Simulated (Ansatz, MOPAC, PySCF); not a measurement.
Complex: HCl (SMILES Cl) (first 2 atoms) with ClH3Si (SMILES [SiH3]Cl); geometry from B3LYP-D3(BJ)/def2-TZVP, rigid monomers moved along the line of their centres of mass till H2···Cl4 is 3.45 Å.
(charge 0, multiplicity 1):
```xyz
7

Cl    -0.31354    -0.41779     0.96920
H      0.58980    -0.10066     1.83216
Si    -0.31850     0.58999     5.73000
Cl     1.63233     0.72642     5.01496
H     -0.79081    -0.78575     5.49725
H     -1.13860     1.57007     4.99726
H     -0.27782     0.90180     7.17074
```

Monomers are frozen at their geometry in the pair; levels with a basis set take the counterpoise correction. Rows marked so take none.

Correlated levels freeze the cores. CBS: X⁻³ extrapolation of the correlation energy, Hartree–Fock from the larger set. Rows in 6-31G*, LANL2DZ carry no dispersion term and start afresh at each structure (6-31G* with six Cartesian d functions). MP2/6-31G* freezes PySCF's default core. LANL2DZ brings its own core potentials from Na on. The state reached by AM1 isn't checked.

Programs: Ansatz (a program for electronic structure) with Gaussian orbitals; MOPAC for AM1 (differences of heats of formation); PySCF for 6-31G* rows, LANL2DZ rows, the dispersion terms. Values without a source in brackets are computed.

```tsv
level	interaction energy (kcal/mol)
AM1	-0.43
PBE/def2-TZVPPD	-0.95
PBE-D4/def2-TZVPPD	-1.43
B3LYP/LANL2DZ (no counterpoise)	-1.26
B3LYP-D3(BJ)/def2-TZVPPD	-1.35
PBE0/def2-TZVPPD	-0.90
MP2/6-31G*	?
MP2/6-31G* (no counterpoise)	-1.30
MP2/CBS(aug-cc-pV(D+d)Z, aug-cc-pV(T+d)Z) + ΔCCSD(T)/aug-cc-pV(D+d)Z	-1.23
```

Some entries are withheld; supply them.


- MP2/6-31G*, interaction energy (kcal/mol): -1.01
